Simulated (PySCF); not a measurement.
## Mayer bond orders and bond lengths

Species: C₈H₂₀BO₄ (charge -1).
Numbering: `[CH3:1][CH2:2][O:3][B-:4]([O:5][CH2:6][CH3:7])([O:8][CH2:9][CH3:10])[O:11][CH2:12][CH3:13]` (hydrogens: H14, H15, H16 on C1; H17, H18 on C2; H19, H20 on C6; H21, H22, H23 on C7; H24, H25 on C9; H26, H27, H28 on C10; H29, H30 on C12; H31, H32, H33 on C13)

Cartesian coordinates in Å at the PBE0-D3(BJ)/def2-SVP level; atoms count from 1:
```
atom  x, y, z in Å
C1     0.4128    2.3669    2.8742
C2    -0.3320    1.5036    1.8715
O3     0.5617    0.9395    0.9873
B4     0.0056    0.0240   -0.0136
O5    -0.6447   -1.1362    0.6004
C6     0.1578   -1.9902    1.3250
C7    -0.6833   -3.1119    1.9088
O8    -1.0011    0.7563   -0.7882
C9    -1.6876    0.0454   -1.7483
C10   -2.7072    0.9474   -2.4212
O11    1.1050   -0.4603   -0.8534
C12    1.8795    0.4958   -1.4741
C13    2.9508   -0.1793   -2.3122
H14    0.9680    3.1641    2.3535
H15   -0.2728    2.8351    3.6011
H16    1.1489    1.7611    3.4288
H17   -1.0913    2.1195    1.3432
H18   -0.9108    0.7248    2.4168
H19    0.9660   -2.4201    0.6960
H20    0.6795   -1.4560    2.1515
H21   -1.1925   -3.6636    1.1017
H22   -1.4644   -2.7021    2.5704
H23   -0.0723   -3.8247    2.4889
H24   -2.2018   -0.8359   -1.3098
H25   -0.9990   -0.3675   -2.5203
H26   -3.4135    1.3447   -1.6739
H27   -2.2052    1.8099   -2.8900
H28   -3.2814    0.4123   -3.1969
H29    1.2650    1.1563   -2.1265
H30    2.3580    1.1726   -0.7344
H31    2.4879   -0.8332   -3.0696
H32    3.5926    0.5551   -2.8282
H33    3.5878   -0.8142   -1.6749
```

Bond orders from the PBE0/pcSseg-1 density (PySCF). Geometry: PBE0-D3(BJ)/def2-SVP, one conformer, isolated ion. The pcSseg-1 basis has no diffuse functions, a weakness for an anion.

Q: Where do the orders between heavy atoms depart from those drawn in the SMILES?

A: The largest departure is 0.156, at B4–O5 (drawn single, 0.844), B4–O11 (drawn single, 0.846) and O3–B4 (drawn single, 0.847). Drawn single, order below 0.88: O3–B4 (0.847), B4–O5 (0.844), B4–O8 (0.848) and B4–O11 (0.846). The SMILES, with its formal charges, is one Lewis structure only.

Q: Set the Mayer orders of the bonds between heavy atoms beside their lengths.

A: 
```
   bond  drawn as  length (Å)  Mayer order
  C1–C2    single       1.518        1.056
  C2–O3    single       1.378        0.988
  O3–B4    single       1.466        0.847
  B4–O5    single       1.465        0.844
  O5–C6    single       1.378        0.987
  C6–C7    single       1.519        1.055
  B4–O8    single       1.466        0.848
  O8–C9    single       1.378        0.989
 C9–C10    single       1.519        1.056
 B4–O11    single       1.466        0.846
O11–C12    single       1.378        0.988
C12–C13    single       1.519        1.055
```

Q: And the bonds to hydrogen?

A: C–H: 0.93 to 0.97 (20 bonds).

Q: Sum the orders of all bonds at each heavy atom with more than one neighbour and set the sums beside the valence in the SMILES.

A: C1 3.956 (drawn 4), C2 3.914 (drawn 4), O3 1.835 (drawn 2), B4 3.385 (drawn 4), O5 1.831 (drawn 2), C6 3.912 (drawn 4), C7 3.955 (drawn 4), O8 1.837 (drawn 2), C9 3.915 (drawn 4), C10 3.956 (drawn 4), O11 1.834 (drawn 2), C12 3.913 (drawn 4), C13 3.955 (drawn 4). Orders between atoms that aren't bonded are not in these sums.

Mayer orders depend on the basis set.
